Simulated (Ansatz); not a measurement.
Basis-set extrapolation for `N=C(N)BF` (PBE0-D4/def2-TZVP geometry, frozen core, Ansatz). Multiplicity 1, RHF reference.

```tsv
	def2-TZVPP	def2-QZVPP
HF	-273.380925	-273.393714
MP2 correlation	-0.913972	-0.984359
CCSD(T) correlation	-0.973145	-1.038253
```

Energies in hartree. Use E(X) = E(∞) + A·exp(−7.88·√X) for Hartree–Fock and E(X) = E(∞) + B·X^(−2.97) for correlation, with X = 3 and 4.

What is the CCSD(T) energy at the basis-set limit?

HF limit: -273.393714 + (-0.012789) × 0.13774 = -273.39548. Correlation limit: -1.038253 + (-0.065108) × 0.74074 = -1.08648. Total: -274.48196 hartree, 335.8 kJ/mol below CCSD(T)/def2-TZVPP.
